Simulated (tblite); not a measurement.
C3H7FGeSi.
Numbering: `[F:1][GeH2:2][C:3]#[C:4][CH2:5][SiH3:6]` (hydrogens: H7, H8 on Ge2; H9, H10 on C5; H11, H12, H13 on Si6)

Computed with GFN2-xTB (tblite), gas phase: L-BFGS steps from a force-field or distance-geometry start until the largest atomic force falls under 0.01 eV/Å.

Step 23: E = -499.4191 eV
```
atom  x, y, z in Å  |  force x, y, z in eV/Å
F1      3.1153   -0.9391    1.7060   -0.042   0.010  -0.021
Ge2     3.0507    0.0021    0.2322   -0.010  -0.011   0.014
C3      1.2326    0.2035   -0.2258   -0.016  -0.002   0.003
C4      0.0711    0.3411   -0.5321    0.017  -0.017   0.030
C5     -1.3176    0.4865   -0.8653    0.012   0.002   0.001
Si6    -2.4528   -0.3867    0.4145    0.024   0.009  -0.010
H7      3.7181    1.2812    0.6375    0.013   0.013  -0.005
H8      3.8246   -0.8479   -0.7293    0.015   0.000  -0.010
H9     -1.4877    0.0659   -1.8592   -0.009   0.013   0.009
H10    -1.5591    1.5512   -0.9091   -0.010  -0.014  -0.010
H11    -3.8289   -0.1654   -0.0403    0.014  -0.003   0.006
H12    -2.1344   -1.8127    0.4275   -0.004   0.002   0.000
H13    -2.2364    0.2208    1.7258   -0.003  -0.002  -0.005
```

Step 24: E = -499.4193 eV
```
atom  x, y, z in Å  |  force x, y, z in eV/Å
F1      3.1104   -0.9389    1.7053   -0.040   0.015  -0.029
Ge2     3.0507    0.0030    0.2307   -0.006  -0.018   0.032
C3      1.2335    0.2053   -0.2283   -0.035   0.000  -0.002
C4      0.0711    0.3412   -0.5323    0.048  -0.017   0.033
C5     -1.3173    0.4861   -0.8647    0.001   0.005  -0.003
Si6    -2.4519   -0.3871    0.4150    0.025   0.009  -0.006
H7      3.7203    1.2799    0.6376    0.012   0.019  -0.004
H8      3.8265   -0.8473   -0.7279    0.017  -0.007  -0.018
H9     -1.4881    0.0660   -1.8583   -0.009   0.006   0.000
H10    -1.5594    1.5504   -0.9089   -0.011  -0.006  -0.006
H11    -3.8268   -0.1653   -0.0402   -0.005   0.000  -0.001
H12    -2.1358   -1.8130    0.4282    0.002  -0.007   0.000
H13    -2.2377    0.2203    1.7261    0.002   0.001   0.003
```

Q: Estimate the geometry and energy of step 25. (The exact step hangs on the optimiser's Hessian estimate; all steps are aligned on step 24, rigid shifts and turns removed.)

A: E = -499.4196 eV, largest force 0.067 eV/Å
```
atom  x, y, z in Å  |  force x, y, z in eV/Å
F1      3.1033   -0.9386    1.7041   -0.035   0.015  -0.028
Ge2     3.0506    0.0037    0.2295    0.006  -0.017   0.037
C3      1.2347    0.2075   -0.2315   -0.037  -0.001  -0.001
C4      0.0712    0.3411   -0.5321    0.061  -0.012   0.026
C5     -1.3168    0.4856   -0.8639   -0.009   0.006  -0.005
Si6    -2.4503   -0.3874    0.4154    0.014   0.004   0.002
H7      3.7234    1.2789    0.6376    0.007   0.019  -0.002
H8      3.8294   -0.8466   -0.7267    0.013  -0.011  -0.020
H9     -1.4887    0.0660   -1.8572   -0.007  -0.002  -0.010
H10    -1.5599    1.5493   -0.9085   -0.010   0.006  -0.003
H11    -3.8242   -0.1652   -0.0400   -0.022   0.003  -0.007
H12    -2.1376   -1.8136    0.4289    0.009  -0.015   0.000
H13    -2.2394    0.2198    1.7267    0.008   0.005   0.011
```

The energy changes by -0.0002 eV. The first-order estimate −F·Δx gives -0.0003 eV and the mean of the old and new forces, exact on a quadratic surface, -0.0002 eV. The step makes an angle of 73° with the force vector and moves no atom by more than 0.007 Å.

The cost below is that of the whole relaxation. Time: 0.5 s. Hardware: Arm Neoverse N1, one thread, shared host with 64 logical CPUs at a one-minute load of 61.
